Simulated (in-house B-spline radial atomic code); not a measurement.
A run on an ion of nuclear charge 66 with 66.5 electrons that did not converge. Method: scalar-relativistic (X2C) LC-wPBE, spin-polarised, spherical fractional occupations, Fermi nucleus of rms radius 5.2218 fm; computed with an all-electron radial atomic-structure program (B-spline basis).

Command:
```bash
python run_scf.py task.json out
```
Settings (nuclear radius in fm, mass in u):
```
Z                66
configuration    [Xe] 4f10.5 6s2
hamiltonian      x2c
method           lc_wpbe
spin_polarised   True
nucleus          fermi
rms_radius       5.2218
atomic_mass      163.92918
speed_of_light   137.035999084
```

First and last ten iterations of the last attempt (damped for 15 steps, keeping 80 % of the old Fock matrix, then DIIS):
```
 iter        energy (Eh)    residual
    1      -12102.179438    7.77e-01
    2      -12105.194910    1.40e+00
    3      -12130.096293    9.05e-01
    4      -12143.594090    5.60e-01
    5      -12150.411204    3.54e-01
    6      -12153.593117    2.34e-01
    7      -12154.976448    1.58e-01
    8      -12155.560789    1.03e-01
    9      -12155.821163    7.05e-02
   10      -12155.952363    5.48e-02
  111      -12151.724615    1.98e-01
  112      -12151.738401    1.98e-01
  113      -12155.991438    4.65e-02
  114      -12150.350297    2.15e-01
  115      -12099.517310    6.24e-01
  116      -12099.513539    6.23e-01
  117      -12155.974600    4.90e-02
  118      -12099.577699    6.21e-01
  119      -12151.437539    2.09e-01
  120      -12151.379921    2.10e-01
 not converged after 120 iterations
```

The smallest residual met was 2.9e-02; the threshold is about 7e-07. No energy from this run should be used. Cost of the run: 22 s on 1 thread of Intel(R) Xeon(R) 6975P-C (shared host).
